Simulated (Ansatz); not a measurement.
`Cl[Si](Br)(Br)Br` → `Br[Si]Br` + `ClBr` at 298.15 K and 1 bar (silylene formation by 1,1-elimination).

Calculated with Ansatz (gas phase, PBE0-D4/def2-TZVP geometries, no zero-point term in ΔE). CCSD(T)/CBS is the MP2 limit (def2-TZVPP, def2-QZVPP) plus CCSD(T) − MP2 in def2-TZVPP, frozen cores. For Br outer-core shells are correlated without core-valence functions, which leaves a few kJ/mol of doubt a bond. Scalar relativity is left out up to krypton.

```json
{"species": "`Cl[Si](Br)(Br)Br`", "CCSD(T)/CBS energy (Eh)": "-8469.00948", "H − E (kJ/mol)": "36.8", "S (J/(mol·K))": "379.1"}
{"species": "`Br[Si]Br`", "CCSD(T)/CBS energy (Eh)": "-5435.76988", "H − E (kJ/mol)": "18.9", "S (J/(mol·K))": "305.4"}
{"species": "`ClBr`", "CCSD(T)/CBS energy (Eh)": "-3033.06727", "H − E (kJ/mol)": "12.1", "S (J/(mol·K))": "239.7"}
```

H − E and S are ideal-gas, rigid-rotor, harmonic terms from PBE0-D4/def2-TZVP. 1 Eh = 2625.50 kJ/mol, R = 8.31446 J/(mol·K).

Problem. By hand: ΔE, ΔH, ΔS and ΔG.

Solution. ΔE = (-5435.76988) + (-3033.06727) − (-8469.00948) = 0.17233 Eh = 452.5 kJ/mol. Δ(H − E) = 18.9 + 12.1 − 36.8 = -5.8, so ΔH = 446.7 kJ/mol. ΔS = 305.4 + 239.7 − 379.1 = 166.0 J/(mol·K). ΔG = 446.7 − 298.15 × (166.0)/1000 = 397.2 kJ/mol.

Problem. By hand: the equilibrium constant, and the temperature at which ΔG would vanish if ΔH and ΔS stayed fixed.

Solution. log₁₀ K = −ΔG/(RT ln 10) = -69.6. ΔG = 0 at ΔH/ΔS = 2691 K, far beyond where these terms or the molecules hold.

The number of gas molecules changes by +1, which sets the sign of ΔS. A doubt of 5 kJ/mol in ΔE shifts log₁₀ K by 0.9 here. These are equilibria of isolated gas molecules and say nothing of rates. Largest T1 diagnostic: 0.010 (customary marks: 0.02 for closed shells, 0.045 for open ones).
